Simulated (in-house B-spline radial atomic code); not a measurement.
Pb²⁺. Computed with a B-spline radial atomic code. Model: non-relativistic spherical atom: semilocal Troullier-Martins pseudo-atom, one channel per l, against all electrons, high spin, G0W0 and RPA with empty states to l = 8, local potential for every l without a channel, a model core (radius 0 = none) keeps its share of the functional.

The core holds an angular momentum without a channel of its own, so the local potential lets valence electrons into it.

Without relativity these are model numbers for so heavy an element.

What the tables leave out is listed at the end.

The pseudopotential gives back the lowest level of each angular momentum of its own functional in the configuration it was made in; a second state of the same l is only approximately right. Exact exchange, RPA and GW see the smooth pseudo-orbitals and miss the exchange with the core, for which the functional's share stands in. The column with an uncorrelated core keeps all orbitals and exact exchange, and so separates missing core correlation from pseudisation. Only the three outermost levels and the lowest empty one were computed. RPA here is direct RPA, with no exchange kernel, and its energies carry an (l + 1/2)⁻⁴ tail. A hybrid on a potential with a model core restores only its own semilocal share of the core's exchange.

Command:
```bash
python run_psgw.py task.json out
```
Settings (lengths in bohr, energies in hartree):
```
Z                      82
electrons              80
configuration          [Xe] 4f14 5d10 6s2
generated_in           [Xe] 4f14 5d10 6s2 6p2
functional             pbe,pbe
core_shells            12
radius_factor          1.15
core_correction        False
ion_configuration      [Xe] 4f14 5d10 6s1
```

Cost of the run: 99 s on 1 thread of Arm Neoverse N1 (shared host).

Given: made with PBE; model core radius 0 bohr; local radius 1.521 bohr; mean-field start PBE.

Valence shells of the generating configuration: 5d, 6s, 6p.

Channel: s 2.555, p 3.179, d 1.228 (radii in bohr).

Computed: largest level miss in the spin-unpolarised generating configuration 0 eV; valence RPA correlation energy pseudo -1.0694 hartree; pseudo-atom RPA polarisability 16.404 bohr³; ionisation by mean-field all-electron 28.215 eV; ionisation by mean-field pseudo minus all -0.05 eV; ionisation by RPA all-electron 28.522 eV; ionisation by RPA pseudo minus all 0.927 eV.

```json
{"level": "6s", "occupied": "1", "mean-field all-electron (eV)": "-23.987", "mean-field pseudo minus all (eV)": "0.011", "G0W0 all-electron (eV)": "-28.481", "G0W0 uncorrelated core minus all (eV)": "0.11", "G0W0 pseudo minus all (eV)": "-0.605", "exchange self-energy all-electron (eV)": "-14.956", "exchange self-energy pseudo (eV)": "-13.152"}
{"level": "5d", "occupied": "1", "mean-field all-electron (eV)": "-40.741", "mean-field pseudo minus all (eV)": "0.086", "G0W0 all-electron (eV)": "-48.273", "G0W0 uncorrelated core minus all (eV)": "-0.334", "G0W0 pseudo minus all (eV)": "3.342", "exchange self-energy all-electron (eV)": "-41.745", "exchange self-energy pseudo (eV)": "-24.907"}
{"level": "6p (empty)", "occupied": "0", "mean-field all-electron (eV)": "-16.995", "mean-field pseudo minus all (eV)": "-0.002", "G0W0 all-electron (eV)": "-13.996", "G0W0 uncorrelated core minus all (eV)": "0.072", "G0W0 pseudo minus all (eV)": "-0.334", "exchange self-energy all-electron (eV)": "-5.2027", "exchange self-energy pseudo (eV)": "-4.5221"}
```

(1) What is the all-electron RPA polarisability, core included?

(2) What is the valence RPA correlation energy all-electron orbitals?

Given: mean-field start PBE0.

Computed: valence RPA correlation energy all-electron orbitals -0.62167 hartree; valence RPA correlation energy pseudo -1.0308 hartree; all-electron RPA polarisability, core included 15.05 bohr³; ionisation by mean-field all-electron 27.873 eV; ionisation by mean-field pseudo minus all 0.236 eV; ionisation by RPA pseudo minus all 0.967 eV.

```tsv
level	occupied	mean-field all-electron (eV)	mean-field pseudo minus all (eV)	G0W0 all-electron (eV)	G0W0 uncorrelated core minus all (eV)	G0W0 pseudo minus all (eV)	exchange self-energy all-electron (eV)	exchange self-energy pseudo (eV)
6s	1	-24.8	-0.235	-28.381	0.112	-0.764	-14.79	-13.229
6p (empty)	0	-16.075	-0.287	-13.942	0.069	-0.345	-4.9566	-4.5371
```

(3) What is the pseudo-atom RPA polarisability?

(4) What is the ionisation by RPA all-electron?

Given: mean-field start Hartree-Fock.

Computed: valence RPA correlation energy all-electron orbitals -0.53395 hartree; valence RPA correlation energy pseudo -0.93046 hartree; all-electron RPA polarisability, core included 12.828 bohr³; pseudo-atom RPA polarisability 12.229 bohr³; ionisation by mean-field all-electron 26.086 eV; ionisation by RPA all-electron 27.939 eV.

```tsv
level	occupied	mean-field all-electron (eV)	mean-field pseudo minus all (eV)	G0W0 all-electron (eV)	G0W0 uncorrelated core minus all (eV)	G0W0 pseudo minus all (eV)	exchange self-energy all-electron (eV)	exchange self-energy pseudo (eV)
6s	1	-26.317	-0.962	-28.141	0.111	-1.14	-14.074	-13.236
6p (empty)	0	-12.874	-0.931	-13.871	0.055	-0.463	-4.0749	-4.3562
```

(5) What is the ionisation by RPA pseudo minus all?

(6) What is the ionisation by mean-field pseudo minus all?

Results:

(1) 16.437 bohr³.

(2) -0.65851 hartree.

(3) 14.822 bohr³.

(4) 28.348 eV.

(5) 1.062 eV.

(6) 0.944 eV.

Among the listed levels the largest G0W0 shift of the pseudo-atom is +3.34 eV, for 5d on the PBE start, while leaving the core uncorrelated moves that level by -0.33 eV. So pseudisation and the lost core exchange, not the missing core correlation, make the error. Not in the tables (levels of low weight, unsolved or above zero; the highest and the empty levels are kept at any weight): on PBE0 the G0W0 levels 5d (pseudo minus all +3.09 eV, weights 0.90 and 0.53); on Hartree-Fock the G0W0 levels 5d (pseudo minus all +2.95 eV, weights 0.94 and 0.89).
